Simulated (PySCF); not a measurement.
# One molecule, several mistakes: B2CH4N

Calculated results; nothing here was measured. They come from PySCF 2.14.0, an open-source quantum chemistry program, on an isolated molecule that a program drew, which may never have been made. The molecule is B2CH4N (charge 0, doublet), drawn as the SMILES string `[BH]NB=C`.

Each row is a Hartree-Fock (HF) and frozen-core CCSD(T) single point in the cc-pVDZ basis, meant for a local HF minimum. Run 1 is clean. Each other run has one planted mistake out of seven kinds, and not every kind appears here: one electron removed, one electron added, multiplicity raised by two, geometry at a saddle point, minimal basis STO-3G, one bond length entered in bohr, all coordinates scaled. The reference is restricted for singlets and unrestricted otherwise, and also for a bond in bohr. Adding or removing an electron swaps singlet and doublet. Electrons count all cores. HOMO and LUMO are orbital energies over both spins, the gradient is its largest component, and the lowest frequency (negative if imaginary) is given only where the gradient is small. Bond lengths are over the 7 bonds as drawn. T1 is the CCSD diagnostic: over 0.02 (restricted) or 0.045 (unrestricted) a single reference is doubtful.

Geometry of the clean run:
```xyz
8
B2CH4N, angstrom
B    -0.4291    2.3159   -0.6440
N    -1.4620    2.2147    0.3168
B    -1.4836    1.3161    1.3825
C    -1.5229    0.4311    2.4470
H    -0.4440    3.1012   -1.5475
H    -2.2481    2.8365    0.2331
H    -1.1021    0.6811    3.4139
H    -1.9653   -0.5539    2.3549
```

```
run  electrons  basis functions  <S^2>  HOMO (eV)  LUMO (eV)  gradient (hartree/bohr)  lowest frequency (cm^-1)  mean bond (Å)  longest bond (Å)      T1  HF (hartree)  CCSD(T) (hartree)                     mistake
  1         27               76  0.754      -8.54       2.28                  2.7e-05                       211         1.2234             1.414  0.0142    -143.97741         -144.46312                    no fault
  2         27               76  0.756      -8.22       2.50                  4.4e-05                      -545         1.2242             1.416  0.0170    -143.95957         -144.44528  geometry at a saddle point
  3         27               24  0.815      -6.22       6.56                  3.4e-02                         -         1.2234             1.414  0.0273    -142.12866         -142.35415        minimal basis STO-3G
  4         26               76  0.000     -13.33      -7.00                  1.1e-01                         -         1.2234             1.414  0.0395    -143.67145         -144.15705        one electron removed
  5         27               76  3.821      -5.13       0.55                  7.3e-02                         -         1.2234             1.414  0.0190    -143.87150         -144.33444                           ?
```

**Which mistake was planted in run 5, and what did it cost?**

Electrons, basis and geometry are unchanged, and <S^2> is 3.821, beside S(S+1) = 3.75 for a multiplicity of 4. So the mistake is: multiplicity raised by two. Subtracting run 1 and multiplying by 627.51 kcal/mol a hartree, the energy moved by 66.5 kcal/mol in HF and 80.7 kcal/mol in CCSD(T).

Cautions from the logs. Run 4: T1 is over the limit, so its CCSD(T) energy is less reliable.
